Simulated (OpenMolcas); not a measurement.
# Levels of Cl IV by method

```
Program             : OpenMolcas
Basis               : ANO-RCC-VQZP [6s5p3d2f1g]
Scalar Hamiltonian  : DKH2, point nucleus
Active space        : 2 electrons in 3 orbitals (3p)
State averaging     : 2S+1 = 3 even, 3 roots; 2S+1 = 1 even, 6 roots
Spin-orbit coupling : state interaction with AMFI integrals over the reference wave functions, term energies averaged over their components
```

Methods on the same reference wave functions:
A. CASSCF
B. SS-CASPT2, IPEA 0.25 Eh, imaginary shift 0.1 Eh (closed shells correlated: 2s 2p 3s)
C. XMS-CASPT2, IPEA 0.25 Eh, imaginary shift 0.1 Eh (closed shells correlated: 2s 2p 3s)

Energies in cm⁻¹ above 3s² 3p² ³P₀, the measured ground level; measured values from Moore, Atomic Energy Levels, vol. I, NSRDS-NBS 35 (1971 reprint of NBS Circular 467, 1949).

| Level | A | B | C | Measured |
| --- | --- | --- | --- | --- |
| 3s² 3p² ³P₀ | 0.0 | 0.0 | 0.0 | 0.0 |
| 3s² 3p² ³P₁ | 439 | 447 | 447 | 491 |
| 3s² 3p² ³P₂ | 1233 | 1235 | 1234 | 1341 |
| 3s² 3p² ¹D₂ | 16893 | 13500 | 13370 | 13766 |
| 3s² 3p² ¹S₀ | 40737 | 32650 | 33120 | 32550 |

Deviations, from unrounded energies. A percentage is the sum of absolute deviations over the sum of measured energies, with the sign that they share, or ± where signs differ.

```json
{"Against measurement": "mean absolute deviation (cm-1)", "Levels": "4", "A": "2900", "B": "130", "C": "280"}
{"Against measurement": "fine structure of the ground term (%)", "Levels": "2", "A": "-8.7", "B": "-8.2", "C": "-8.2"}
{"Against measurement": "other terms of the ground configuration (%)", "Levels": "2", "A": "+24.4", "B": "±0.8", "C": "±2.1"}
```

B lies closest to measurement on these levels and A furthest from it. The largest miss of B in the table is 3s² 3p² ¹D₂, by -270 cm-1. The ranking rests on the paired levels alone, and a cruder setting can come out closer through cancelling errors.

Between B and C the level of the table that moves most is 3s² 3p² ¹S₀, by 470 cm-1 (lowest in B, highest in C). Moves below CASPT2's spread within the term are not significant.

The mean deviations of B to C differ by less than CASPT2's widest spread within a term (480 cm-1), so their order carries little weight.

From A to B the spin-free energies of the other terms of 3s² 3p² shown, above ³P, scale by factors of 0.79 to 0.80.

The lowest spin-free term lies below A's lowest term by 0.133 hartree in B, 0.139 hartree in C.

CASPT2 breaks the degeneracy within a term, and the mean is taken; among the terms shown or strongly mixed into the levels shown the widest spread is 480 cm-1 (3s² 3p² ¹D, C). With the s shell closed, the reference lacks s² → p² mixing. Measured partners are found by configuration, term and J. A level has none where our copy of the source lacks it or the pairing is in doubt (some pairs that miss far off the trend of their configuration count as doubtful), and it then counts in no deviation. Only configurations of the active space appear.
